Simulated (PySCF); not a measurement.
**MSi for M along group 3**

PBE with triple-zeta basis sets in PySCF, for the lowest determinant that a PBE0 search found; no spin–orbit coupling. De refers to high-spin ground-configuration atoms. A positive dipole means M(−)Si(+).

```csv
M,basis,state (unpaired electrons),Re (Å),ωe (cm⁻¹),De (eV),μ (D)
Sc,def2-TZVPP,"quartet (σ ↑, π ↑↑)",2.512,356,2.64,-3.25
Y,def2-TZVPP,"quartet (σ ↑, π ↑↑)",2.673,308,2.79,-3.31
La,def2-TZVPP,"quartet (σ ↑↑, π ↑)",2.629,334,2.87,-4.52
```

The shortest bond is that of ScSi (2.512 Å), the longest that of YSi (2.673 Å).

The state changes along the series, so neighbouring rows are not always alike in their bonding.

The metal atom is held in its measured ground configuration; semilocal functionals can put another filling of s and d lower by some tenths of an eV, and De to that atom would be smaller. Spin–orbit coupling is left out, which matters for elements this heavy, above all for dissociation energies. With d or f electrons several states lie close, and the lowest PBE0 determinant need not be the measured ground state.
